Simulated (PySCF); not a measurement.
# Electron correlation in O⁻ (oxygen, charge -1)

[He] 2s2 2p5, 2P determinant. Computed with PySCF 2.14 in dyall-av3z, with the spin-free X2C one-electron Hamiltonian (Gaussian nucleus). Frozen: 1s2; 7 electrons correlated; the 14 highest virtual orbitals of each spin left out.

MP2 pair energies summed by pair of shells (mhartree):

| pair | energy | share (%) |
| --- | --- | --- |
| 2p-2p | -135.73 | 60.5 |
| 2s-2p | -76.96 | 34.3 |
| 2s-2s | -11.70 | 5.2 |

Total MP2 correlation energy: -224.40 mhartree.

Same-spin part -55.29 and opposite-spin part -169.11 mhartree; SCS-MP2 scales them by 1/3 and 6/5 to -221.36 mhartree.
